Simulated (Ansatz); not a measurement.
Reaction (ligand exchange at the Si–C bond): `NC[SiH2]N` + `N[SiH](F)S` → `N[SiH2]S[SiH](N)F` + CH₃NH₂

Gas-phase electronic energies from Ansatz, PBE0-D4/def2-TZVP geometries. CBS: MP2 limit from def2 TZ/QZ plus the TZ coupled-cluster correction, frozen cores. DFT in def2-TZVPP. B3LYP here is the variant with VWN-RPA as its local correlation; programs differ in this. One conformer a species, not always the lowest.

```tsv
level	ΔE (kJ/mol)
r2SCAN-D4	-87.5
ωB97X-V	-81.4
B3LYP	-75.3
SCS-MP2/def2-TZVPP	-83.5
SCS-MP2/def2-QZVPP	-84.4
HF/CBS(def2)	-77.6
MP2/CBS(def2)	-89.2
CCSD/CBS(def2)	-81.4
```

Problem. What does CCSD(T)/CBS give? (Best estimate.)

Solution. Ansatz gave: -83.8 kJ/mol. The listed levels differ from it by -3.7, 2.4, 8.5, 0.3, -0.6, 6.2, -5.4, 2.4 kJ/mol.

Largest T1 diagnostic among the species: 0.011.

The D4 term adds −9.7 kJ/mol with B3LYP and −5.6 kJ/mol with PBE0; it sums over pairs of atoms, weighted by their polarisabilities, and B3LYP, whose exchange is more repulsive, gets the larger term. In def2-TZVPP, CCSD(T) changes the Hartree–Fock value by −3.4 kJ/mol (the triples alone add −2.4 kJ/mol) and MP2 by −8.8 kJ/mol.
